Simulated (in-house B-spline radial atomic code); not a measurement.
**LDA exchange-only excitations of F VIII (F7+)**

Method: LDA exchange-only. Computed with an all-electron radial atomic-structure program (B-spline basis): linear response of the closed shell 1s2 with the functional's adiabatic kernel; non-relativistic, point nucleus, no spin-orbit coupling, no double excitations, S, P, D and F terms only.

Command:
```bash
python run_td.py task.json out
```
Settings (radii: box in bohr, nucleus in fm):
```
Z                        9
electrons                2
configuration            1s2
hamiltonian              nr
method                   lda,
box_radius               12.81
intervals                47
```

Cost of the run: 1 thread of Intel(R) Xeon(R) 6975P-C (Granite Rapids), with other jobs on the host.

The lowest states, in the order of their Tamm-Dancoff energies; the method's threshold (minus the highest occupied level) is 891.52 eV. Labels give the largest channel, * marks a mixed state, and oscillator strengths are full-response dipole values. Semilocal kernels can invert the small singlet-triplet splittings of Rydberg terms. Energies in eV:

```tsv
state	full response	Tamm-Dancoff	oscillator strength
1s → 2s 3S	697.37	697.40	-
1s → 2s 1S	705.92	706.02	-
1s → 2p 3P	707.38	707.41	-
1s → 2p 1P	?	?	?
1s → 3s 3S	?	?	-
1s → 3s 1S	812.33	812.35	-
1s → 3p 3P	813.28	813.28	-
1s → 3p 1P	814.79	814.80	0.131
1s → 3d 3D	816.32	816.32	-
1s → 3d 1D	816.38	816.38	-
1s → 4s 3S	846.91	846.91	-
1s → 4s 1S	847.75	847.76	-
1s → 4p 3P	848.18	848.18	-
1s → 4p 1P	848.79	848.79	0.0492
1s → 4d 3D	849.34	849.34	-
1s → 4d 1D	849.37	849.37	-
```

(1) Where does 1s → 2p 1P lie?

(2) Where does 1s → 3s 3S lie?

(3) How large is the singlet-triplet splitting of 1s → 2s (S terms) in Tamm-Dancoff?

(4) What polarisabilities and dispersion coefficient does the method give?

Answers

(1) At 713.37 eV in full response, 713.40 eV in Tamm-Dancoff, oscillator strength 0.646.

(2) At 810.21 eV in full response, 810.21 eV in Tamm-Dancoff.

(3) 8.62 eV, from the unrounded values.

(4) Dipole 0.001681 bohr³, quadrupole 8.3e-05 bohr⁵, C6 6.543e-05 hartree·bohr⁶ for two such species.
